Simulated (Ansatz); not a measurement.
Relaxation of the cluster Na8⁺ with UKS r2SCAN/def2-SVP.

```sh
$ ansatz run in.yaml --threads 4 --pin off --events-out ev --progress --plain --max-ram 4787MiB
```

```yaml
crystal:
  periodic: [false, false, false]
  atoms:
    - {symbol: Na, position_ang: [-0.742830, -3.172060, -1.998390]}
    - {symbol: Na, position_ang: [0.925510, 3.478740, -1.637880]}
    - {symbol: Na, position_ang: [-1.770460, 2.106330, -0.955280]}
    - {symbol: Na, position_ang: [-2.117070, -1.890360, 0.803830]}
    - {symbol: Na, position_ang: [3.245080, -0.924360, 2.038910]}
    - {symbol: Na, position_ang: [-3.563960, 0.724430, 1.618650]}
    - {symbol: Na, position_ang: [1.978360, -2.095420, -0.938990]}
    - {symbol: Na, position_ang: [2.045370, 1.772690, 1.069150]}
basis:
  gaussian: {orbitals: def2-SVP}
total_charge: 1
magnetization: {spin_polarized: true, initial_magnetization: 1}
hamiltonian: {xc: r2scan}
scf: {lower_state_search: "off"}
output: {orbitals: {seedname: orbitals}}
relax: {f_tol: 0.02, max_steps: 100}
```

Hardware: 4 threads of Arm Neoverse N1 on a shared host. Wall time 5.9 min.

Positions (Å) and forces (eV/Å) at steps 1, 2, 3, 4, 5, 6, 7, 8, 9, 10, 11, 12, 13, 16, 19, 21 of 21:

```xyz
8
step=1 energy=-35306.2846 eV
Na   -0.743   -3.172   -1.998   -0.228   -0.137   -0.220
Na    0.926    3.479   -1.638    0.242    0.195   -0.173
Na   -1.770    2.106   -0.955   -0.094   -0.264    0.080
Na   -2.117   -1.890    0.804    0.262   -0.094   -0.046
Na    3.245   -0.924    2.039    0.142   -0.251    0.184
Na   -3.564    0.724    1.619   -0.198    0.231    0.166
Na    1.978   -2.095   -0.939    0.110    0.226    0.113
Na    2.045    1.773    1.069   -0.236    0.093   -0.104
8
step=2 energy=-35306.5163 eV
Na   -0.775   -3.140   -2.098   -0.194   -0.119   -0.192
Na    0.963    3.471   -1.731    0.196    0.168   -0.148
Na   -1.683    1.937   -0.925   -0.052   -0.254    0.074
Na   -1.954   -1.808    0.795    0.259   -0.050   -0.045
Na    3.218   -0.964    2.132    0.122   -0.206    0.160
Na   -3.560    0.753    1.709   -0.171    0.188    0.142
Na    1.904   -1.937   -0.907    0.065    0.218    0.107
Na    1.887    1.689    1.024   -0.225    0.055   -0.098
8
step=3 energy=-35306.7737 eV
Na   -0.842   -3.178   -2.204   -0.115   -0.068   -0.119
Na    1.024    3.533   -1.814    0.104    0.096   -0.087
Na   -1.617    1.764   -0.886    0.013   -0.189    0.032
Na   -1.773   -1.737    0.776    0.204    0.014   -0.017
Na    3.257   -1.033    2.224    0.068   -0.117    0.099
Na   -3.624    0.808    1.788   -0.098    0.101    0.083
Na    1.840   -1.784   -0.854   -0.008    0.167    0.061
Na    1.734    1.627    0.970   -0.168   -0.004   -0.053
8
step=4 energy=-35306.9215 eV
Na   -0.916   -3.205   -2.280   -0.067   -0.014   -0.048
Na    1.077    3.580   -1.864    0.050    0.031   -0.034
Na   -1.559    1.603   -0.895    0.020   -0.127   -0.013
Na   -1.589   -1.677    0.794    0.142    0.022    0.016
Na    3.283   -1.100    2.287    0.013   -0.062    0.040
Na   -3.667    0.857    1.832   -0.028    0.048    0.029
Na    1.779   -1.638   -0.835   -0.021    0.114    0.013
Na    1.592    1.581    0.959   -0.108   -0.013   -0.003
8
step=5 energy=-35307.0060 eV
Na   -0.989   -3.178   -2.304   -0.048    0.026   -0.003
Na    1.116    3.575   -1.879    0.023   -0.012   -0.002
Na   -1.515    1.442   -0.957    0.010   -0.088   -0.054
Na   -1.409   -1.634    0.856    0.098    0.002    0.049
Na    3.257   -1.160    2.311   -0.027   -0.039    0.003
Na   -3.652    0.893    1.839    0.017    0.025   -0.002
Na    1.737   -1.491   -0.862    0.000    0.082   -0.029
Na    1.455    1.553    0.996   -0.073    0.004    0.037
8
step=6 energy=-35307.0955 eV
Na   -1.049   -3.069   -2.299   -0.049    0.045    0.023
Na    1.147    3.498   -1.891    0.013   -0.037    0.017
Na   -1.482    1.268   -1.051   -0.001   -0.077   -0.075
Na   -1.237   -1.622    0.954    0.090   -0.017    0.062
Na    3.150   -1.213    2.313   -0.047   -0.036   -0.017
Na   -3.566    0.921    1.840    0.041    0.021   -0.023
Na    1.728   -1.331   -0.931    0.017    0.078   -0.043
Na    1.309    1.548    1.065   -0.064    0.022    0.055
8
step=7 energy=-35307.1875 eV
Na   -1.123   -2.988   -2.263   -0.044    0.056    0.046
Na    1.172    3.433   -1.870    0.006   -0.051    0.030
Na   -1.471    1.127   -1.165    0.009   -0.077   -0.054
Na   -1.073   -1.630    1.059    0.089   -0.011    0.040
Na    3.056   -1.271    2.290   -0.057   -0.030   -0.030
Na   -3.484    0.949    1.805    0.057    0.014   -0.039
Na    1.739   -1.188   -1.009    0.008    0.087   -0.027
Na    1.183    1.567    1.153   -0.068    0.012    0.034
8
step=8 energy=-35307.2857 eV
Na   -1.208   -2.892   -2.183   -0.041    0.044    0.045
Na    1.191    3.334   -1.822    0.008   -0.045    0.025
Na   -1.447    0.979   -1.268   -0.003   -0.054   -0.045
Na   -0.902   -1.642    1.139    0.070   -0.021    0.033
Na    2.956   -1.327    2.241   -0.044   -0.025   -0.025
Na   -3.367    0.975    1.734    0.053    0.009   -0.042
Na    1.743   -1.003   -1.071    0.013    0.079   -0.023
Na    1.033    1.576    1.230   -0.056    0.013    0.032
8
step=9 energy=-35307.3559 eV
Na   -1.309   -2.806   -2.081   -0.035    0.016    0.034
Na    1.217    3.244   -1.772    0.006   -0.030    0.014
Na   -1.447    0.862   -1.369    0.003   -0.012   -0.024
Na   -0.744   -1.685    1.212    0.034   -0.012    0.015
Na    2.877   -1.388    2.191   -0.012   -0.014   -0.011
Na   -3.255    0.993    1.637    0.037   -0.005   -0.034
Na    1.760   -0.815   -1.122    0.006    0.060   -0.006
Na    0.900    1.593    1.304   -0.038   -0.002    0.013
8
step=10 energy=-35307.3881 eV
Na   -1.450   -2.756   -1.956   -0.030    0.007    0.020
Na    1.258    3.183   -1.732    0.009   -0.002   -0.003
Na   -1.432    0.826   -1.466    0.000    0.021   -0.026
Na   -0.618   -1.728    1.266   -0.003   -0.009    0.018
Na    2.866   -1.433    2.158    0.009    0.003   -0.002
Na   -3.164    0.959    1.513    0.003   -0.029   -0.014
Na    1.762   -0.627   -1.134    0.021    0.008   -0.009
Na    0.777    1.576    1.351   -0.009    0.002    0.016
8
step=11 energy=-35307.4083 eV
Na   -1.603   -2.692   -1.854   -0.031    0.023    0.024
Na    1.327    3.172   -1.733    0.007   -0.003   -0.005
Na   -1.413    0.872   -1.554    0.024    0.033   -0.006
Na   -0.563   -1.760    1.331    0.014    0.002    0.009
Na    2.903   -1.425    2.150    0.002    0.011    0.003
Na   -3.162    0.827    1.427   -0.005   -0.052   -0.019
Na    1.797   -0.561   -1.151   -0.010    0.000    0.011
Na    0.715    1.567    1.385    0.000   -0.012   -0.017
8
step=12 energy=-35307.4376 eV
Na   -1.742   -2.592   -1.760   -0.037    0.037    0.025
Na    1.388    3.163   -1.750    0.019    0.005   -0.015
Na   -1.366    0.941   -1.598    0.007    0.037   -0.018
Na   -0.493   -1.782    1.383    0.006   -0.010    0.017
Na    2.923   -1.400    2.162    0.015    0.017    0.013
Na   -3.170    0.652    1.340   -0.007   -0.067   -0.022
Na    1.783   -0.528   -1.140    0.003   -0.025   -0.015
Na    0.678    1.545    1.363   -0.005    0.006    0.015
8
step=13 energy=-35307.4718 eV
Na   -1.874   -2.481   -1.678   -0.035    0.038    0.028
Na    1.456    3.154   -1.773    0.017   -0.004   -0.007
Na   -1.345    1.011   -1.645    0.019    0.045   -0.014
Na   -0.435   -1.814    1.433    0.017   -0.013    0.013
Na    2.956   -1.362    2.184    0.010    0.026    0.007
Na   -3.179    0.479    1.260   -0.007   -0.065   -0.024
Na    1.782   -0.532   -1.161   -0.016   -0.021    0.002
Na    0.638    1.545    1.381   -0.005   -0.006   -0.005
8
step=16 energy=-35307.5591 eV
Na   -2.068   -2.144   -1.526    0.040   -0.013   -0.020
Na    1.827    2.975   -1.713    0.014   -0.027    0.023
Na   -1.340    1.432   -1.800   -0.028    0.009   -0.015
Na   -0.220   -2.084    1.653   -0.012   -0.021    0.012
Na    3.083   -0.955    2.149    0.001    0.024   -0.022
Na   -3.159    0.031    1.092    0.016    0.035    0.021
Na    1.479   -0.692   -1.175   -0.008   -0.014   -0.019
Na    0.399    1.437    1.320   -0.023    0.005    0.019
8
step=19 energy=-35307.5990 eV
Na   -2.002   -2.118   -1.521   -0.003    0.001    0.004
Na    2.121    2.651   -1.338   -0.001   -0.004    0.006
Na   -1.376    1.621   -1.942    0.000    0.001   -0.003
Na   -0.135   -2.238    1.816    0.003    0.003    0.000
Na    3.133   -0.514    1.788   -0.001    0.003   -0.005
Na   -3.112    0.042    1.087    0.001   -0.002   -0.005
Na    1.234   -0.795   -1.215   -0.001    0.002    0.003
Na    0.137    1.351    1.326    0.002   -0.004   -0.001
8
step=21 energy=-35307.5994 eV
Na   -2.009   -2.125   -1.510    0.000    0.001    0.001
Na    2.141    2.629   -1.291    0.000    0.001   -0.001
Na   -1.366    1.630   -1.956   -0.003    0.002   -0.002
Na   -0.124   -2.240    1.828    0.002    0.001    0.000
Na    3.141   -0.479    1.745    0.001   -0.001    0.002
Na   -3.115    0.045    1.074    0.000   -0.001   -0.001
Na    1.212   -0.798   -1.218    0.001   -0.002    0.000
Na    0.120    1.339    1.328    0.001    0.000    0.002
```

The relaxation made no stability test and no search for a lower SCF solution. The structure comes from a short search, and lower isomers may exist.
